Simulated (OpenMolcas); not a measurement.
A calculation on Sb⁺.

```yaml
Program: OpenMolcas 26.06
Method: "SS-RASPT2, IPEA 0.25 Eh, imaginary shift 0.1 Eh (closed shells correlated: 4d 5s)"
Basis: ANO-RCC-VQZP [8s7p5d3f2g]
Scalar_Hamiltonian: DKH2, point nucleus
Active_space: 2 electrons in 9 orbitals (RAS2 5p; RAS3 5d 6s, at most 1 electron)
State_averaging: 2S+1 = 3 even, 3 roots; 2S+1 = 1 even, 6 roots; 2S+1 = 3 odd, 18 roots; 2S+1 = 1 odd, 18 roots
Spin-orbit_coupling: RASSI with atomic mean-field integrals over the reference wave functions, term energies averaged over their components
```

Task: Which level of the active space comes out lowest?

Result: 5s² 5p² ³P₀, with 97 % of that term; it is also the measured ground level.

Task: How high does 5s² 5p 6s ³P°₀ lie?

Result: 8.602 eV above the lowest level; measured 8.5719 eV above the ground level, so the calculation is off by 0 %.

Task: How high does 5s² 5p 5d ¹D°₂ [75 %] lie?

Result: 9.527 eV above the lowest level.

Task: How high does 5s² 5p² ¹S₀ lie?

Result: 3.270 eV above the lowest level; measured 2.9639 eV above the ground level, so the calculation is off by +10 %.

Task: The level at 9.993 eV has J = 2. What is it made of, and what is its g factor?

Result: 69 % 5s² 5p 5d ³F°₂, 17 % 5s² 5p 5d ¹D°, 10 % 5s² 5p 5d ³D°; g = 0.808, against 0.666 from Landé's formula for the pure leading term.

Measured values: NIST Handbook of Basic Atomic Spectroscopic Data.

CASPT2 breaks the degeneracy within a term, and the mean is taken; among the terms shown or strongly mixed into the levels shown the widest spread is 160 cm-1 (5s² 5p 5d ³F°). Over all roots computed the reference weight is 0.86 to 0.92; the roots of lowest weight are the least certain, and an intruder state may touch them. ANO sets are built for valence states and can reach diffuse excited orbitals poorly, and with the s shell closed the s pⁿ⁺¹ terms that mix with these levels are absent. With the s shell closed, the reference lacks s² → p² mixing. Computed and measured levels are paired by configuration, term and J; levels that our copy of the source lacks, or whose pairing is in doubt (as where it misses far off the trend of its configuration), stay unpaired and out of the deviations. Only configurations of the active space appear.

A share in square brackets marks a mixed level and gives the weight of the term that names it. ° marks odd parity.
